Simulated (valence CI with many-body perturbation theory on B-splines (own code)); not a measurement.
# I¹⁴⁺: calculated level list

Method: relativistic CI+MBPT: three valence electrons over a frozen Dirac-Fock core [Kr], a basis of 9 s, 9 p, 10 d, 8 f, 5 g, 3 h, 1 i functions for each j, with the one-electron correlation potential Σ1 (screened to all orders), the two-electron term Σ2, the three-electron term Σ3, Breit, model QED; selected single and double excitations, second order for the rest (own B-spline code, finite nucleus).

No measured spectrum was set against this ion. As an estimate, terms of the open shell hold to 2 to 4 % of their energy, and close levels can change places. Core correlation moves these levels by up to 3400 cm⁻¹, and in measured spectra 5 to 20 % of such shifts remained as error; rates that hang on mixing are uncertain with them. Only levels of the ground parity were solved; by the run's estimate the other parity begins above the list, which can be wrong where configurations are misplaced.

Levels 1 to 19 of 19, with energies above the lowest level, 4d3 4F_3/2. "Leading %" is the weight of the configuration and term that name the level; weights of strongly mixed levels are sums over their largest components and can fall short. In the jj column 3d3/2^4 stands for four electrons in 3d with j = 3/2.

```tsv
No.	Configuration	Term	J	E (eV)	Leading %	g	Leading jj
1	4d3	4F	3/2	0.000	86	0.464	4d3/2^3 (68 %)
2	4d3	4F	5/2	1.213	96	1.035	4d3/2^2 4d5/2 (90 %)
3	4d3	4F	7/2	2.259	89	1.202	4d3/2^2 4d5/2 (50 %)
4	4d3	4F	9/2	3.016	65	1.240	4d3/2^2 4d5/2 (57 %)
5	4d3	4P	3/2	3.349	53	1.438	4d3/2^2 4d5/2 (77 %)
6	4d3	4P	1/2	3.787	76	2.198	4d3/2^2 4d5/2 (94 %)
7	4d3	2G	7/2	4.928	86	0.933	4d3/2 4d5/2^2 (64 %)
8	4d3	2H	9/2	5.087	58	1.052	4d3/2^2 4d5/2 (43 %)
9	4d3	4P	5/2	5.333	92	1.566	4d3/2 4d5/2^2 (61 %)
10	4d3	2D	3/2	6.104	48	1.168	4d3/2 4d5/2^2 (92 %)
11	4d3	2P	1/2	6.504	76	1.137	4d3/2 4d5/2^2 (94 %)
12	4d3	2H	11/2	6.885	100	1.090	4d3/2 4d5/2^2 (100 %)
13	4d3	2D	5/2	7.542	92	1.206	4d3/2 4d5/2^2 (66 %)
14	4d3	2G	9/2	7.801	57	1.059	4d5/2^3 (76 %)
15	4d3	2P	3/2	8.864	58	1.187	4d5/2^3 (85 %)
16	4d3	2F	5/2	8.937	88	0.900	4d3/2 4d5/2^2 (51 %)
17	4d3	2F	7/2	9.017	95	1.132	4d3/2 4d5/2^2 (86 %)
18	4d3	2D	3/2	13.564	99	0.803	4d3/2 4d5/2^2 (84 %)
19	4d3	2D	5/2	13.733	87	1.175	4d5/2^3 (63 %)
```

Names give the largest LS component (configuration and term), which can be under half, so a name can repeat, a term be missing and a line seem to break the LS rules; names also repeat where a configuration has a term twice.

The ionisation energy to 4d2 3F_2 of the next ion comes out as 336.36 eV (NIST: 335 ± 3 eV (theoretical)). All 19 levels together are meant to be complete up to 14.282 eV.
